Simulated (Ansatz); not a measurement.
Cost and result up the ladder for diphenyliodonium cyclic bis(sulfonyl)imide (C15H10F6INO4S2) (39 atoms). Charge 0, multiplicity 1. Geometry: PBE-D4/def2-SVP.

| atom | x (Å) | y (Å) | z (Å) |
| --- | --- | --- | --- |
| O1 | -2.367 | 0.767 | -0.139 |
| S2 | -1.687 | -0.518 | 0.161 |
| O3 | -2.229 | -1.772 | -0.408 |
| N4 | -0.085 | -0.253 | -0.012 |
| S5 | 0.980 | -1.433 | 0.367 |
| O6 | 2.336 | -0.846 | 0.225 |
| O7 | 0.715 | -2.782 | -0.180 |
| C8 | 0.672 | -1.629 | 2.234 |
| F9 | 1.376 | -2.687 | 2.686 |
| F10 | 1.105 | -0.513 | 2.873 |
| C11 | -0.833 | -1.852 | 2.577 |
| F12 | -1.210 | -3.057 | 2.098 |
| F13 | -0.945 | -1.872 | 3.938 |
| C14 | -1.823 | -0.773 | 2.041 |
| F15 | -3.081 | -1.156 | 2.342 |
| F16 | -1.567 | 0.404 | 2.667 |
| C17 | 0.691 | 2.541 | 2.304 |
| C18 | -0.400 | 2.951 | 1.524 |
| C19 | -0.299 | 2.984 | 0.126 |
| C20 | 0.926 | 2.604 | -0.427 |
| I21 | 1.068 | 2.533 | -2.560 |
| C22 | 0.412 | 0.536 | -2.947 |
| C23 | -0.962 | 0.325 | -3.088 |
| C24 | -1.390 | -1.007 | -3.199 |
| C25 | -0.463 | -2.057 | -3.157 |
| C26 | 0.908 | -1.797 | -3.021 |
| C27 | 1.373 | -0.478 | -2.907 |
| C28 | 2.035 | 2.180 | 0.309 |
| C29 | 1.899 | 2.159 | 1.704 |
| H30 | 0.586 | 2.486 | 3.397 |
| H31 | -1.360 | 3.208 | 1.993 |
| H32 | -1.167 | 3.249 | -0.490 |
| H33 | -1.690 | 1.146 | -3.054 |
| H34 | -2.467 | -1.218 | -3.261 |
| H35 | -0.818 | -3.096 | -3.188 |
| H36 | 1.626 | -2.625 | -2.944 |
| H37 | 2.437 | -0.273 | -2.734 |
| H38 | 2.958 | 1.827 | -0.167 |
| H39 | 2.738 | 1.796 | 2.314 |

Ansatz on 2 threads of AMD EPYC 7R13 on a shared host and a share (18 GiB) of an NVIDIA H100 80GB HBM3. Times are rough, and most runs start from the orbitals of an earlier one. PBE0-D4/def2-TZVP serves as the yardstick here, not as an exact answer. Differences are given only for rows in sets of like size (and for xTB, whose basis is part of the method), since another set adds its own error. Binding counts from free atoms at the same level (O triplet, S triplet, N quartet, C triplet, F doublet, I doublet, H doublet; other spins of the atoms weren't run), without zero-point energy or a counterpoise term.

In the def2 sets I takes a core potential; there is no spin–orbit coupling. Correlated methods freeze 40 core orbitals; core or outer-core shells of I are correlated, in sets that lack core-valence functions. The rows differ in basis, and correlated rows in double-zeta sets carry the largest basis error. Single mean-field runs in def2-SVP, def2-TZVP are fitted with def2-universal-jkfit.

Run but left out: HF/def2-TZVP (restricted singlet, unstable in another Hartree–Fock run and untested here).

Correlated methods converge slowly with the basis, most of all in double-zeta sets.

| level | functions | binding energy per atom (eV) | difference from PBE0-D4/def2-TZVP (eV) | remarks |
| --- | --- | --- | --- | --- |
| r2SCANh-D4/def2-TZVP | 990 | 4.58 | -0.08 | – |
| MP2/def2-SVP | 476 | 4.43 | – | restricted SCF unstable |
| PBE0-D4/def2-TZVP | 990 | 4.66 | 0.00 | – |
| PBE-D4/def2-SVP | 476 | 4.87 | – | – |
| PBE-D4/def2-TZVP | 990 | 4.85 | 0.19 | – |
| B97M-V/def2-TZVP (with forces) | 990 | 4.60 | -0.05 | – |
| PBE0-D4/def2-SVP | 476 | 4.66 | – | – |
| r2SCAN-D4/def2-TZVP (with forces) | 990 | 4.64 | -0.01 | – |

Task: Estimate how long each takes.

Result: PBE-D4/def2-SVP 12 s; PBE-D4/def2-TZVP 12 s; PBE0-D4/def2-SVP 12 s; PBE0-D4/def2-TZVP 14 s; r2SCAN-D4/def2-TZVP (with forces) 17 s; MP2/def2-SVP 17 s; r2SCANh-D4/def2-TZVP 17 s; B97M-V/def2-TZVP (with forces) 26 s. On shared hardware such times vary by a factor of up to 3.
